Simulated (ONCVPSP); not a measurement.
Fe (Z = 26): one change to an ONCV potential, before and after

ONCVPSP 4.0.1 input, shortened (lines: element, Z, core and valence counts, functional; n l f; lmax; l rc ep ncon nbas qcut; lloc lpopt rc5 dvloc0; l nproj debl; icmod fcfact rcfact), LDA (Perdew-Wang 92), scalar-relativistic:

```
  Fe 26.00    5    2  -001012      upf
    1    0    2.00
    2    0    2.00
    2    1    6.00
    3    0    2.00
    3    1    6.00
    3    2    6.00
    4    0    2.00
    3
    0    2.25    0.00    4    7    2.90
    1    2.40    0.17    3    7    3.00
    2    1.40    0.00    3    8   10.30
    3    1.85    0.30    3    6    6.40
    2    5    1.40    0.00
    0    3    3.20
    1    1    3.30
    2    0    3.80
    3    1    2.40
    3    4.50    1.15
```

In the p channel the program set the typed energies aside and used 0.050 Ha.

All-electron outer shells of the reference configuration (LDA (PZ), scalar-relativistic, ld1.x):

```csv
shell,level (eV),outermost node (bohr),outermost maximum (bohr)
3p,-59.93,0.30,0.72
3d,-7.75,–,0.71
4s,-5.49,1.01,2.38
```

Change: core correction Teter function, fcfact 4.5, rcfact 1.1.

Cutoffs: the cutoffs (Ha) at which the residual kinetic energy of the hardest occupied pseudo-wave falls to 1 and 0.1 mHa per electron; they do not see the model core or the augmentation charge, which bear on the density cutoff. Errors are all-electron minus pseudo energies relative to the spin-unpolarised reference configuration.

Predict the effect on cutoff, ghosts and configuration errors.

The potential gets neither clearly harder nor softer (43 Ha and 48 Ha → 43 Ha and 48 Ha); both files keep a bound ghost (p); of the 4 tests that both files solve, the error grows in 1 and shrinks in 2 by more than 15 % and 0.3 meV (median size 6.2 → 7.9 meV). A model core, the more so a compact one, raises the density cutoff, which this test does not measure.

| quantity | base | changed |
| --- | --- | --- |
| cutoff, loose | 43 Ha | 43 Ha |
| cutoff, tight | 48 Ha | 48 Ha |
| bound ghosts | p | p |
| GHOST(+) flags under 300 eV | s at 24.2 eV | s at 24.2 eV |
| error for 3d6 4s1, meV [ΔE 8.97 eV] | -0.5 | -0.1 |
| error for 3d6 4s0, meV [ΔE 25.46 eV] | +11 | +15 |
| error for 3d5 4s0, meV [ΔE 59.99 eV] | -32 | -15 |
| error for 3d6 4s1 4p1, meV [ΔE 4.18 eV] | +1.0 | +1.2 |
| s: phases at 2.28 bohr within 0.05 rad from the reference energy up to (Ha; the scan ends near 5) | n/a | n/a |
| p: phases at 2.43 bohr within 0.05 rad from the reference energy up to (Ha; the scan ends near 5) | 2.0 | 2.0 |
| d: phases at 1.42 bohr within 0.05 rad from the reference energy up to (Ha; the scan ends near 5) | 0.9 | 0.9 |
| f: phases at 1.88 bohr within 0.05 rad from the reference energy up to (Ha; the scan ends near 5) | 4.7 | 4.7 |
| rms error of d²Exc/dni dnj with the model core, mHa | 7.72 | 8.13 |

 A true bound ghost makes a file unfit for plane-wave use even where its test errors are small: the radial tests pick states by their node count and pass the ghost by.
